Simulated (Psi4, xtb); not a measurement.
Torsional profile of SMILES Fc1ccc([Si](F)(F)F)s1. Scanned: dihedral S10–C5–Si6–F7; all other coordinates were relaxed at B3LYP-D3(BJ)/def2-SVP. Heavy atoms are numbered in the order of the SMILES Fc1ccc([Si](F)(F)F)s1, hydrogens after them in the order of the atoms that carry them; the mirror image has the same energies with the sign of each dihedral reversed.

Computed with: GFN1-xTB // B3LYP-D3(BJ)/def2-SVP (xtb); MP2/cc-pVTZ = DF-MP2 (frozen core)/cc-pVTZ // B3LYP-D3(BJ)/def2-SVP (Psi4).

Energies relative to the lowest point of each profile, in kcal/mol:

```json
[
 {"φ / °": "0", "GFN1-xTB": "0.09"},
 {"φ / °": "10", "GFN1-xTB": "0.08"},
 {"φ / °": "20", "GFN1-xTB": "0.08"},
 {"φ / °": "30", "GFN1-xTB": "0.11"},
 {"φ / °": "40", "GFN1-xTB": "0.03"},
 {"φ / °": "50", "GFN1-xTB": "0.01"},
 {"φ / °": "60", "GFN1-xTB": "0.00"},
 {"φ / °": "70", "GFN1-xTB": "0.09"},
 {"φ / °": "80", "GFN1-xTB": "0.10"},
 {"φ / °": "90", "GFN1-xTB": "0.05"},
 {"φ / °": "100", "GFN1-xTB": "0.08"},
 {"φ / °": "110", "GFN1-xTB": "0.11"}
]
```

What does MP2/cc-pVTZ give at the same points?

0: 0.27; 10: 0.29; 20: 0.21; 30: 0.20; 40: 0.08; 50: 0.01; 60: 0.00; 70: 0.08; 80: 0.12; 90: 0.14; 100: 0.21; 110: 0.28 (kcal/mol).
